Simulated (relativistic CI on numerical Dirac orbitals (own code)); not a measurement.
## Pm4+: 5p photoemission

Computed with this model: Dirac-Coulomb-Breit CI, orbitals from a KLI potential per configuration, model QED, valence Slater integrals scaled by 0.8, multiplet model of photoemission in the sudden approximation; configurations [Xe] 4f3 → [Kr] 4d10 4f3 5s2 5p5; 300 K; Lorentzian 0.42 eV and Gaussian 0.5 eV FWHM. Energies are those of the free ion, without screening or charge transfer. The energies are binding energies and can lie tens of eV above those of solids. S is read from ⟨S²⟩ = S(S + 1).

Computed curve for free ion, scaled to 100 at the maximum (points under 2 are left out and the grid is thinned):

| Energy (eV) | Intensity |
| --- | --- |
| 65.2 | 2.0 |
| 65.4 | 2.4 |
| 65.5 | 2.7 |
| 65.7 | 3.3 |
| 65.9 | 4.2 |
| 66.1 | 5.8 |
| 66.2 | 6.9 |
| 66.4 | 10.9 |
| 66.6 | 19.3 |
| 66.7 | 25.9 |
| 66.9 | 43.1 |
| 67.1 | 57.6 |
| 67.3 | 62.3 |
| 67.4 | 62.5 |
| 67.6 | 66.6 |
| 67.8 | 80.9 |
| 67.9 | 90.0 |
| 68.1 | 100.0 |
| 68.3 | 87.2 |
| 68.5 | 60.1 |
| 68.6 | 47.2 |
| 68.8 | 28.6 |
| 69.0 | 18.6 |
| 69.1 | 15.7 |
| 69.3 | 12.0 |
| 69.5 | 10.1 |
| 69.7 | 9.5 |
| 69.8 | 9.6 |
| 70.0 | 9.9 |
| 70.2 | 9.2 |
| 70.3 | 8.6 |
| 70.5 | 7.5 |
| 70.7 | 7.1 |
| 70.8 | 7.1 |
| 71.0 | 7.3 |
| 71.2 | 8.0 |
| 71.4 | 9.8 |
| 71.5 | 11.7 |
| 71.7 | 18.8 |
| 71.9 | 30.6 |
| 72.0 | 36.9 |
| 72.2 | 44.1 |
| 72.4 | 39.2 |
| 72.6 | 29.2 |
| 72.7 | 25.8 |
| 72.9 | 24.9 |
| 73.1 | 28.1 |
| 73.2 | 29.6 |
| 73.4 | 29.7 |
| 73.6 | 24.7 |
| 73.8 | 16.6 |
| 73.9 | 13.0 |
| 74.1 | 8.1 |
| 74.3 | 5.8 |
| 74.4 | 5.3 |
| 74.6 | 4.7 |
| 74.8 | 4.2 |
| 75.0 | 3.3 |
| 75.1 | 2.8 |
| 75.3 | 2.0 |

The ground state has S = 1.47, and the centroid lies at 69.47 eV.
